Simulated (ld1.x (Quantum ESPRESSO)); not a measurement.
**An all-electron radial function and its pseudo partner (palladium (Pd))**

Columns: radius, all-electron u(r) and pseudo u(r) of the 4p shell (level -51.20 eV) of palladium in the configuration [Ar] 3d10 4s2 4p6 4d10 5s0 5p0; PBE, scalar-relativistic, RRKJ scheme, ld1.x (Quantum ESPRESSO) 7.5.

```
r (bohr)  all-electron  pseudo
   0.123        0.1533  0.0376
   0.245       -0.5653  0.1487
   0.368       -0.4043  0.3288
   0.490        0.1566  0.5542
   0.613        0.6674  0.7892
   0.735        0.9793  0.9803
   0.858        1.1067  1.0886
   0.980        1.1017  1.0969
   1.103        1.0198  1.0225
   1.225        0.9029  0.9040
   1.348        0.7750  0.7750
   1.470        0.6526  0.6526
   1.593        0.5410  0.5410
   1.715        0.4445  0.4445
   1.838        0.3618  0.3618
   1.960        0.2933  0.2933
   2.083        0.2363  0.2363
   2.205        0.1902  0.1902
   2.328        0.1523  0.1523
   2.450        0.1219  0.1219
   2.573        0.0972  0.0972
   2.695        0.0776  0.0776
   2.818        0.0617  0.0617
   2.940        0.0491  0.0491
   3.063        0.0390  0.0390
   3.185        0.0310  0.0310
```

**Question.** How many radial nodes do the two functions have?

**Answer.** The all-electron 4p function has n − l − 1 = 2; the pseudo-wave has 0, since the states of the same l below it are removed with the core.

**Question.** At about which radius was the pseudo-wave matched?

**Answer.** 1.35 bohr, where the columns begin to agree (steps of 0.12 bohr).

**Question.** Is the pseudo-wave norm-conserving?

**Answer.** Yes: the RRKJ scheme keeps the norm inside the radius equal to the all-electron one, which fixes the energy derivative of the logarithmic derivative at the level.
